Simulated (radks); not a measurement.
All-electron atom: the iron ion Fe4+ in [Ar] 3d4.

Calculated with a radial shooting solver on a logarithmic mesh with Libxc functionals: Dirac Kohn-Sham, Wu-Cohen GGA, spin-unpolarised, spherical densities, point nucleus; open shells are shared between the two j in proportion to 2j + 1.

Energy parts (hartree):
part                       energy
total                 -1267.94281
kinetic                1285.73304
electron-nucleus      -2987.00707
Hartree                 486.79998
exchange-correlation    -53.46876

Orbitals (lengths in bohr, moments of r in powers of bohr; <r^-3> diverges for s and p1/2):
| orbital | occ. | eigenvalue (hartree) | <r^-3> | <r^2> | small-component weight |
|---|---|---|---|---|---|
| 1s1/2 | 2 | -259.3045 | - | 0.004599 | 8.74e-03 |
| 2s1/2 | 2 | -32.36930 | - | 0.08416 | 1.60e-03 |
| 2p1/2 | 2 | -28.23343 | - | 0.06710 | 1.59e-03 |
| 2p3/2 | 4 | -27.77491 | 469.1 | 0.06872 | 1.56e-03 |
| 3s1/2 | 2 | -5.59407 | - | 0.7274 | 3.63e-04 |
| 3p1/2 | 2 | -4.37151 | - | 0.7943 | 3.27e-04 |
| 3p3/2 | 4 | -4.31105 | 62.29 | 0.8098 | 3.22e-04 |
| 3d3/2 | 1.6 | -2.33400 | 6.415 | 1.039 | 2.37e-04 |
| 3d5/2 | 2.4 | -2.32665 | 6.313 | 1.045 | 2.36e-04 |

The highest occupied level is 3d5/2 at -63.311 eV. Summed over all electrons, <r^2> = 11.04 bohr^2, which gives a Langevin (diamagnetic) susceptibility term of -8.74 x 10^-6 cm^3/mol. The density falls to 0.001 e/bohr^3 at r = 2.51 bohr. For comparison, the ionisation energy in NIST's Atomic Spectra Database is 75.0 eV (semi-empirical). In exact Kohn-Sham theory the highest level is minus the ionisation energy, but local and semilocal functionals leave it too shallow, through self-interaction and a potential that decays too fast; potentials with the right tail come closer.

Beside tabulated values, note that spin-unpolarised runs miss the spin-polarisation part of the exchange energy of open shells.
